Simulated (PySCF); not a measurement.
Species: C10H14.
Numbering: `[CH:1]#[C:2][C@H:3]1[CH2:4][C:5]12[CH2:6][CH2:7][CH2:8][CH2:9][CH2:10]2` (hydrogens: H11 on C1; H12 on C3; H13, H14 on C4; H15, H16 on C6; H17, H18 on C7; H19, H20 on C8; H21, H22 on C9; H23, H24 on C10)

Method: PBE0-D3(BJ)/def2-SVP geometry optimisation, gas phase in PySCF.

Entries marked ? are missing.

| coordinate | value |
| --- | --- |
| C1≡C2 | ? |
| C2–C3 | ? |
| C3–C4 | ? |
| C4–C5 | ? |
| C5–C6 | 1.513 Å |
| C6–C7 | 1.526 Å |
| C7–C8 | 1.526 Å |
| C8–C9 | 1.526 Å |
| C9–C10 | 1.527 Å |
| C3–C5 | 1.515 Å |
| C5–C10 | 1.514 Å |
| C1–H11 | 1.074 Å |
| C3–H12 | 1.096 Å |
| C4–H13 | 1.093 Å |
| C4–H14 | 1.093 Å |
| C6–H15 | 1.100 Å |
| C6–H16 | 1.105 Å |
| C7–H17 | 1.105 Å |
| C7–H18 | 1.102 Å |
| C8–H19 | 1.105 Å |
| C8–H20 | 1.102 Å |
| C9–H21 | 1.102 Å |
| C9–H22 | 1.104 Å |
| C10–H23 | 1.105 Å |
| C1–C2–C3 | 179.6° |
| C2–C3–C4 | 120.8° |
| C2–C3–C5 | 121.3° |
| C4–C3–C5 | 59.2° |
| C3–C4–C5 | 60.4° |
| C4–C5–C6 | ? |
| C4–C5–C10 | ? |
| C6–C5–C10 | 112.9° |
| C3–C5–C4 | 60.4° |
| C3–C5–C6 | 119.7° |
| C3–C5–C10 | 117.7° |
| C5–C6–C7 | 110.6° |
| C6–C7–C8 | 111.5° |
| C7–C8–C9 | ? |
| C8–C9–C10 | 111.2° |
| C5–C10–C9 | 110.8° |

Problem. Estimate the withheld lengths and angles.

Solution. 
- C1≡C2 = 1.213 Å, drawn triple (terminal alkyne carbon to alkyne carbon); 0.17 Å below the sum of covalent radii, 1.38 Å.
- C2–C3 = 1.437 Å, drawn single (alkyne carbon to propargylic carbon); 0.01 Å below the sum of covalent radii, 1.45 Å.
- C3–C4 = 1.516 Å, drawn single (propargylic carbon to three-membered-ring carbon); equal to the sum of covalent radii, 1.52 Å.
- C4–C5 = 1.497 Å, drawn single (three-membered-ring carbon to sp3 carbon at a ring junction); 0.02 Å below the sum of covalent radii, 1.52 Å.
- C4–C5–C6 = 118.5°, at the sp3 carbon at a ring junction; the outer atoms are 2.587 Å apart.
- C4–C5–C10 = 118.2°, at the sp3 carbon at a ring junction; the outer atoms are 2.583 Å apart.
- C7–C8–C9 = 111.5°, at the ring CH2 carbon, inside a 6-membered ring; the outer atoms are 2.523 Å apart.

Radii are Cordero's, carbon taken as 0.76, 0.73 or 0.69 Å for four, three, and two or fewer neighbours.

PBE0-D3(BJ)/def2-SVP frequencies: not computed here. One conformer, not necessarily the lowest (C2–C3–C4–C5 110°, C3–C4–C5–C6 -110°, C4–C5–C6–C7 -89°, C5–C6–C7–C8 -54°).

On an Arm Neoverse V2 with one thread, no GPU, on a shared host, this took 2.2 min of wall time and 0.92 GiB of memory at its peak. These figures are those of the optimisation.
